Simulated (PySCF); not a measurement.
## Nuclear quadrupole coupling in `COCC1c2ccccc21`

Compound: C₉H₁₀O.
Z-matrix (Å and degrees, GFN2-xTB geometry), rows numbered from 1:
```
C 
O   1  1.4072
C   2  1.4080  1  113.83
C   3  1.5212  2  113.28  1    68.60
C   4  1.4894  3  119.80  2  -161.87
C   5  1.3564  4  173.11  3   -64.29
C   6  1.4095  5  112.83  4   172.61
C   7  1.3831  6  122.84  5    -0.58
C   8  1.4094  7  122.80  6     0.05
C   9  1.3567  8  112.82  7     0.62
H   1  1.0949  2  111.74  3   -65.63
H   1  1.0883  2  106.36  3   175.06
H   1  1.0973  2  111.03  3    56.03
H   3  1.1021  2  110.51  1   -54.61
H   3  1.0946  2  105.09  1  -171.92
H   4  1.0881  3  112.86  2    50.98
H   6  1.0797  5  125.59  4    -7.35
H   7  1.0803  6  118.44  5   179.75
H   8  1.0804  7  118.71  6  -179.71
H   9  1.0801  8  121.53  7  -179.39
```

Field gradients from the PBE0/pcSseg-1 density (PySCF, non-relativistic), principal values in atomic units, ordered |Vxx| ≤ |Vyy| ≤ |Vzz|:

```csv
atom,Vxx,Vyy,Vzz
O2,-0.0202,-1.9965,2.0167
```

Find the asymmetry η = (Vxx − Vyy)/Vzz and the couplings χ = eQV/h (234.96 MHz × Q in barn × V in au), with Q(17O) = −0.0256 b.

| atom | environment | nucleus | η | χzz (MHz) | χxx (MHz) | χyy (MHz) |
| --- | --- | --- | --- | --- | --- | --- |
| O2 | ether oxygen | 17O | 0.98 | -12.13 | 0.12 | 12.01 |

At O2 η is above 0.9: Vyy and Vzz are nearly equal in size and opposite in sign, so a small change could swap them and flip the sign of χzz. 

What is Vzz at O2 in SI units (1 au = 9.71736 × 10²¹ V/m²)?

2.0167 au = 19.597 × 10²¹ V/m².

Were the hydrogens deuterons (Q(2H) = 0.00286 b), χzz would run from 186 kHz (H14) to 221 kHz (H17, H20, H18 and H19).

One conformer (not necessarily the lowest) at the GFN2-xTB geometry, without solvent, vibrations or thermal averaging. GFN2-xTB bond lengths can be off by several hundredths of an ångström, more for odd bonds, and the gradients follow them. A larger basis could move these couplings by a tenth or more.
